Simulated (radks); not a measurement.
Results of a calculation; reference values are marked as such.
These are the eigenvalues of the occupied orbitals of an atom or ion with whole-number occupations (hartree). Code: a radial shooting solver on a logarithmic mesh with Libxc functionals. Model: Dirac Kohn-Sham, BLYP, spin-unpolarised, spherical densities, finite nucleus; Fermi nuclear charge, rms radius of each element as measured or else 0.836 A^(1/3) + 0.57 fm.

| orbital | eigenvalue |
|---|---|
| 1s1/2 | -1535.369 |
| 2s1/2 | -246.8892 |
| 2p1/2 | -233.3640 |
| 2p3/2 | -215.6350 |
| 3s1/2 | -53.24169 |
| 3p1/2 | -47.48505 |
| 3p3/2 | -43.97342 |
| 3d3/2 | -33.91884 |
| 3d5/2 | -33.16183 |
| 4s1/2 | -10.56551 |
| 4p1/2 | -8.41165 |
| 4p3/2 | -7.65481 |
| 4d3/2 | -4.11783 |
| 4d5/2 | -3.98513 |
| 5s1/2 | -1.42122 |
| 5p1/2 | -0.84937 |
| 5p3/2 | -0.74685 |
| 6s1/2 | -0.12173 |
| 4f5/2 | -0.04082 |

Which element is it, and in what charge state? The configuration may be excited. Open shells, if any, fill j = l - 1/2 first.

Answer. Z = 59, praseodymium, charge 0: Pr in [Xe] 4f3 6s2. The list shows which subshells hold electrons but not how many an open one holds; the 1s level, -1535.4 hartree, gives Z - s = 55.4 by -(Z - s)^2/2, which with screening and relativity narrows Z to a few neighbours, and the depths of the outer levels then fix element, charge and occupations together.
